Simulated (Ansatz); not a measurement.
Calculated with Ansatz (gas phase, PBE0-D4/def2-TZVP geometries, no zero-point term in ΔE). CBS: MP2 limit from def2 TZ/QZ plus the TZ coupled-cluster correction, frozen cores. def2 core potentials past Kr. For I, Sn outer-core shells are correlated without core-valence functions, which leaves a few kJ/mol of doubt a bond.

Reaction (redistribution): `[F][Sn]([F])([Cl])[I]` + `[CH3][Al]([F])[F]` → `[CH3][Sn]([F])([F])[Cl]` + `[F][Al]([F])[I]`

| species | CCSD(T)/CBS(def2) energy (Eh) |
| --- | --- |
| `[F][Sn]([F])([Cl])[I]` | -1170.98597 |
| `[CH3][Al]([F])[F]` | -481.63134 |
| `[CH3][Sn]([F])([F])[Cl]` | -913.37402 |
| `[F][Al]([F])[I]` | -739.25894 |

Q: Work out ΔE.

A: ΔE = (-913.37402) + (-739.25894) − (-1170.98597) − (-481.63134) = -0.01565 Eh = -0.43 eV.

Largest T1 diagnostic among the species: 0.013.

At CCSD(T), def2-SVP lies +0.05 eV from the extrapolated value and def2-TZVPP −0.07 eV. From PBE to PBE0 (25 % exact exchange), in def2-TZVPP and without D4, ΔE moves by −0.05 eV.
